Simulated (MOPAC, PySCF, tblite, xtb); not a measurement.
Potential energy surface of O2Si, singlet: map of symmetric stretch and bend. Scanned: Si-O bond length and O-Si-O angle.

GFN2-xTB, 300 K electronic temperature (tblite); RHF/cc-pVDZ (PySCF); M06-2X/cc-pVDZ (PySCF); PBE/cc-pVDZ (PySCF); MP2 on RHF/cc-pVDZ, 7 core orbitals frozen (PySCF); CCSD on RHF/cc-pVDZ, 7 core orbitals frozen (PySCF); CCSD(T) on RHF/cc-pVDZ, 7 core orbitals frozen (PySCF); PM6, restricted, heats of formation (MOPAC); PM7, restricted, heats of formation (MOPAC); GFN1-xTB (xtb); RKS-B3LYP/6-31G* = PySCF 2.14.0 with restricted B3LYP/6-31G*, spherical d; RKS-B3LYP/3-21G = PySCF 2.14.0 with restricted B3LYP/3-21G; RHF/6-31G* = restricted Hartree-Fock/6-31G*, spherical d in PySCF; RHF/3-21G = restricted Hartree-Fock/3-21G (PySCF).

Energies in kJ/mol at chosen points (x: Si-O bond length (Å); y: O-Si-O angle (°)), relative to x = 1.51, y = 180:

| method | (1.59, 180) | (1.51, 110.91) | (1.43, 102.27) | (1.81, 119.55) | (1.89, 119.55) | (1.96, 110.91) | (2.04, 154.09) |
|---|---|---|---|---|---|---|---|
| GFN2-xTB | 58.1 | 234.5 | 377.6 | 522.0 | 648.3 | 782.6 | 803.0 |
| RHF | 41.0 | 271.6 | 456.9 | 436.1 | 540.3 | 648.9 | 1265.1 |
| M06-2X | 19.8 | 237.5 | 430.4 | 365.8 | 471.1 | 586.0 | 639.1 |
| PBE | -6.9 | 210.4 | 418.7 | 260.1 | 344.5 | 440.3 | 484.1 |
| MP2 | -2.7 | 226.4 | 440.1 | 312.8 | 426.6 | 558.7 | 235.6 |
| CCSD | 8.5 | 230.4 | 436.3 | 306.8 | 394.8 | 484.0 | 668.6 |
| CCSD(T) | -0.8 | 217.3 | 428.0 | 259.8 | 334.4 | 391.4 | 11.2 |
| PM6 | 58.0 | -17.5 | -28.2 | 382.4 | 528.6 | 671.2 | 761.6 |
| PM7 | 110.2 | 240.2 | 291.6 | 654.3 | 811.9 | 965.5 | 1011.7 |
| GFN1-xTB | 48.9 | 171.9 | 324.2 | 412.1 | 532.6 | 659.1 | 727.0 |
| RKS-B3LYP/6-31G* | 22.7 | 206.1 | 387.7 | 335.7 | 433.4 | 656.1 | 599.2 |
| RKS-B3LYP/3-21G | -25.9 | 140.0 | 377.8 | 162.2 | 246.5 | 485.1 | 413.7 |
| RHF/6-31G* | 59.9 | 258.7 | 423.4 | 474.7 | 585.4 | 696.6 | 1321.2 |
| RHF/3-21G | 3.0 | 166.7 | 391.8 | 252.2 | 343.8 | 976.9 | 501.3 |
